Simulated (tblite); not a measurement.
CAuClO, charge -1, doublet, geometry from GFN2-xTB (such geometries of metal compounds can be far from the true shape) (the multiplicity is a formal guess); GFN1-xTB (tblite).

The tblite input:
```
$ tblite run mol.xyz --method gfn1 --charge -1 --spin 1 --spin-polarized --json tblite.json --no-restart

# file mol.xyz
4

Au     0.00187973    -0.01709989     0.01746794
Cl    -0.20677363     1.68141805    -1.51886627
O      0.28995155    -2.33726505     2.08844160
C      0.17450683    -1.42251583     1.28887113
```

**Question.** Predict the main parts of the log of this tblite run.

**Answer.** 
```
xTB calculator
 | screened Coulomb repulsion
 | Coulomb electrostatics
 |  * isotropic Klopman-Ohno-Mataga-Nishimoto electrostatics
 |  * onsite third-order electrostatics
 | DFT-D3(BJ) dispersion correction
 | Interactions (1)
 | [1] spin polarization

halogen bonding energy    0.0000000000000E+00 Eh
repulsion energy          5.2717306027911E-02 Eh
dispersion energy        -1.2515115391735E-03 Eh
interaction energy        0.0000000000000E+00 Eh
number of electrons       2.9000000000000E+01 e
integral cutoff           2.9451784168471E+01 bohr

------------------------------------------------------------
  cycle        total energy    energy error   density error
------------------------------------------------------------
      1     -15.04293961079  -1.5094405E+01   5.1728664E-01
      2     -15.19886376164  -1.5592415E-01   2.5505468E-01
      3     -15.20160409170  -2.7403301E-03   1.3987009E-01
      4     -15.21266148217  -1.1057390E-02   3.8898502E-02
      5     -15.21480213455  -2.1406524E-03   1.2816274E-02
      6     -15.21485541989  -5.3285344E-05   4.5825179E-03
      7     -15.21484396783   1.1452068E-05   3.5165354E-03
      8     -15.21486375828  -1.9790451E-05   9.3881177E-04
      9     -15.21486498397  -1.2256920E-06   2.4495894E-04
     10     -15.21486508016  -9.6192965E-08   2.0254446E-05
     11     -15.21486508061  -4.5106852E-10   6.6796609E-06
------------------------------------------------------------

electronic energy        -1.5266330875102E+01 Eh
total energy             -1.5214865080614E+01 Eh

Post processing:
 | Mayer-Wiberg bond orders

[Info] JSON dump of results written to 'tblite.json'
```
